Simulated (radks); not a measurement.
Values are calculated unless marked as measured or tabulated.
Ni15+, configuration [Ne] 3s2 3p1 (the NIST ground configuration). Code: a radial shooting solver on a logarithmic mesh with Libxc functionals. Model: non-relativistic Kohn-Sham, SCAN, spin-polarised, spherical densities, point nucleus; open shells are filled with parallel spins first; meta-GGA in the generalised Kohn-Sham scheme.

Radial electron density D(r) = 4 pi r^2 rho(r):

```
   r/bohr * D(r) (the largest magnitude, 36.5, reaches the edge; | marks zero)
 0.002236 |*
 0.002797 | *
   0.0035 |  *
 0.004378 |   *
 0.005477 |     *
 0.006853 |        *
 0.008573 |            *
  0.01064 |                 *
  0.01331 |                       *
  0.01665 |                              *
  0.02083 |                                      *
  0.02607 |                                            *
  0.03261 |                                                 *
   0.0408 |                                                  *
  0.05104 |                                               *
  0.06386 |                                          *
  0.07989 |                                      *
  0.09995 |                                        *
    0.125 |                                               *
   0.1564 |                                                      *
   0.1957 |                                                     *
   0.2448 |                                          *
   0.3063 |                         *
   0.3802 |             *
   0.4756 |          *
    0.595 |         *
   0.7444 |      *
   0.9314 |  *
    1.165 |*
    1.458 *
    1.824 *
```

D(r) has 2 maxima, at r = 0.0380, 0.174 bohr, and minima at 0.0838 bohr, inside which lie 2.12 electrons.
